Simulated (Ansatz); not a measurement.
Relaxation of Se6⁺ with UKS PBE0-D4/def2-SVP.

```sh
$ ansatz run in.yaml --threads 4 --pin off --events-out ev --progress --plain --max-ram 4787MiB
```

```yaml
crystal:
  periodic: [false, false, false]
  atoms:
    - {symbol: Se, position_ang: [-2.149400, 0.486370, -0.110400]}
    - {symbol: Se, position_ang: [1.558570, 0.019920, -0.860450]}
    - {symbol: Se, position_ang: [0.350680, -1.499420, 0.721570]}
    - {symbol: Se, position_ang: [1.272880, 2.036210, 0.130680]}
    - {symbol: Se, position_ang: [-1.155260, 2.396740, 0.281830]}
    - {symbol: Se, position_ang: [0.122530, -3.439830, -0.163230]}
basis:
  gaussian: {orbitals: def2-SVP}
total_charge: 1
magnetization: {spin_polarized: true, initial_magnetization: 1}
hamiltonian: {xc: pbe0, dispersion: d4}
scf: {lower_state_search: "off"}
output: {orbitals: {seedname: orbitals}}
relax: {f_tol: 0.02, max_steps: 100}
```

Run time 2.6 min (4 threads of Arm Neoverse V1 on a shared host), peak host memory 1.5 GiB.

Positions (Å) and forces (eV/Å) at steps 1, 2, 3, 4, 5, 6, 7, 9 of 9:

```xyz
6
step=1 energy=-391997.8957 eV
Se   -2.149    0.486   -0.110    0.311    0.002    0.003
Se    1.559    0.020   -0.860   -0.420   -0.113    0.171
Se    0.351   -1.499    0.722    0.055    0.723    0.029
Se    1.273    2.036    0.131    0.102   -0.229    0.038
Se   -1.155    2.397    0.282   -0.074   -0.205   -0.053
Se    0.123   -3.440   -0.163    0.027   -0.177   -0.189
6
step=2 energy=-391998.0011 eV
Se   -2.017    0.344   -0.123    0.044   -0.287   -0.079
Se    1.468    0.001   -0.898   -0.122   -0.142    0.090
Se    0.267   -1.336    0.752    0.083    0.002   -0.275
Se    1.302    1.981    0.166    0.095    0.118    0.047
Se   -1.120    2.290    0.283   -0.059    0.380    0.105
Se    0.100   -3.281   -0.181   -0.041   -0.071    0.112
6
step=3 energy=-391998.0147 eV
Se   -1.967    0.339   -0.129   -0.096   -0.140   -0.057
Se    1.434    0.010   -0.893    0.065   -0.031   -0.092
Se    0.260   -1.351    0.733    0.014   -0.053   -0.036
Se    1.298    1.998    0.171    0.101    0.001    0.047
Se   -1.124    2.318    0.287   -0.066    0.146    0.066
Se    0.100   -3.314   -0.168   -0.019    0.078    0.072
6
step=4 energy=-391997.9866 eV rejected
Se   -1.922    0.222   -0.170    0.050    0.407   -0.029
Se    1.469    0.051   -0.965    0.052    0.119    0.004
Se    0.229   -1.254    0.677    0.202    0.056    0.166
Se    1.353    1.988    0.209   -0.456   -0.127   -0.057
Se   -1.146    2.241    0.342    0.187   -0.140   -0.025
Se    0.017   -3.247   -0.093   -0.035   -0.315   -0.059
6
step=5 energy=-391998.0220 eV
Se   -1.964    0.315   -0.149    0.011    0.063   -0.007
Se    1.459    0.022   -0.925   -0.031    0.030   -0.006
Se    0.263   -1.326    0.710    0.046    0.031   -0.020
Se    1.308    1.988    0.186   -0.053   -0.015    0.031
Se   -1.139    2.305    0.313    0.044   -0.077   -0.021
Se    0.072   -3.304   -0.134   -0.017   -0.033    0.022
6
step=6 energy=-391998.0235 eV
Se   -1.955    0.312   -0.177   -0.014    0.023    0.024
Se    1.450    0.055   -0.979    0.055    0.102    0.019
Se    0.294   -1.310    0.663   -0.047    0.059    0.076
Se    1.299    1.967    0.243    0.040   -0.150   -0.074
Se   -1.134    2.296    0.322   -0.055   -0.014   -0.003
Se    0.047   -3.320   -0.071    0.022   -0.021   -0.042
6
step=7 energy=-391998.0257 eV
Se   -1.962    0.314   -0.167   -0.009    0.005    0.004
Se    1.456    0.043   -0.964   -0.004    0.040    0.017
Se    0.283   -1.310    0.681   -0.004    0.009   -0.003
Se    1.301    1.966    0.224    0.021   -0.032   -0.014
Se   -1.137    2.297    0.319   -0.007   -0.008   -0.006
Se    0.058   -3.310   -0.093    0.003   -0.014    0.002
6
step=9 energy=-391998.0259 eV
Se   -1.966    0.317   -0.167   -0.003   -0.006    0.002
Se    1.457    0.048   -0.969   -0.006   -0.003    0.001
Se    0.282   -1.308    0.674    0.001   -0.010   -0.007
Se    1.303    1.961    0.230    0.006   -0.001    0.005
Se   -1.137    2.297    0.318   -0.002    0.008   -0.004
Se    0.060   -3.314   -0.086    0.004    0.011    0.003
```

Another isomer (doublet) lies 0.78 eV lower at PBE0-D4/def2-SVP; other spin states weren't run for this one.
